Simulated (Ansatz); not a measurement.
Cost and result for the atomization energy of `N[Si](O)([AlH2])[SiH3]` (13 atoms, 12 bonds).

```xyz
13

N     0.642    1.125    1.242
Si   -0.035   -0.204    0.376
O    -0.069   -1.660    1.191
Al   -2.277    0.588   -0.288
Si    1.418   -0.625   -1.414
H     0.099    1.667    1.895
H     1.627    1.181    1.451
H    -0.593   -1.698    1.993
H    -3.260    1.202    0.811
H    -2.790    0.538   -1.792
H     1.326    0.488   -2.400
H     1.077   -1.893   -2.113
H     2.834   -0.709   -0.951
```

The species carries charge 0 and has multiplicity 1. The geometry is a stationary point of PBE0-D4/def2-TZVP. It is one conformer, not always the lowest. Program: Ansatz. All runs use 4 threads of an Intel Xeon Platinum 8559C on a shared host. Times are those of one run each, without the atoms' runs, and a repeat can differ threefold. Electronic energies, without spin–orbit coupling; frozen cores. CCSD(T)/CBS adds CCSD(T) − MP2 in def2-TZVPP to the MP2 limit, and its time is that of the two runs behind it. T1 = 0.013. B3LYP takes the VWN-RPA correlation (the form of Gaussian; ORCA's B3LYP/G).

CCSD(T)/CBS is a level of theory with its own doubt, some kJ/mol a heavy atom from the limit and from the frozen cores, so smaller differences don't rank the functionals.

```
                             level  functions  atomization (kJ/mol)  difference from CCSD(T)/CBS  per bond
                    MP2/def2-QZVPP        564                4027.4                        -37.6      -3.1
r2SCAN-D4/def2-TZVPP (with forces)        300                4041.8                        -23.2      -1.9
   PBE-D4/def2-TZVPP (with forces)        300                4052.8                        -12.2      -1.0
 B3LYP-D4/def2-TZVPP (with forces)        300                4048.8                        -16.2      -1.4
  ωB97M-V/def2-TZVPP (with forces)        300                4055.9                         -9.1      -0.8
                CCSD(T)/def2-TZVPP        300                3936.1                       -128.9     -10.7
                ωB97X-V/def2-TZVPP        300                4085.5                         20.5       1.7
                 CCSD(T)/CBS(def2)          –                4065.0                          0.0       0.0
                PBE0-D4/def2-TZVPP        300                4000.6                        -64.4      -5.4
                 B2PLYP/def2-TZVPP        300                3988.0                        -77.0      -6.4
```

(1) Order the runs by time, with rough figures. (Estimate.)

Answers

(1) The calculation gave: PBE-D4/def2-TZVPP (with forces) 2 s; PBE0-D4/def2-TZVPP 2.8 s; r2SCAN-D4/def2-TZVPP (with forces) 3.1 s; B3LYP-D4/def2-TZVPP (with forces) 4.1 s; B2PLYP/def2-TZVPP 4.6 s; ωB97X-V/def2-TZVPP 6 s; ωB97M-V/def2-TZVPP (with forces) 8.5 s; MP2/def2-QZVPP 21 s; CCSD(T)/def2-TZVPP 120 s; CCSD(T)/CBS(def2) 2.3 min.

From PBE to PBE0 (25 % exact exchange), in def2-TZVPP and without D4, the atomization energy moves by −48.0 kJ/mol: exact exchange takes away binding that semilocal exchange gives to molecules. The D4 term adds +49.7 kJ/mol with B3LYP and +26.6 kJ/mol with PBE0; it sums over pairs of atoms, weighted by their polarisabilities, and B3LYP, whose exchange is more repulsive, gets the larger term. In def2-TZVPP, CCSD(T) changes the Hartree–Fock value by +1034.1 kJ/mol (the triples alone add +50.9 kJ/mol) and MP2 by +1048.0 kJ/mol; breaking electron pairs costs correlation energy, which Hartree–Fock lacks.
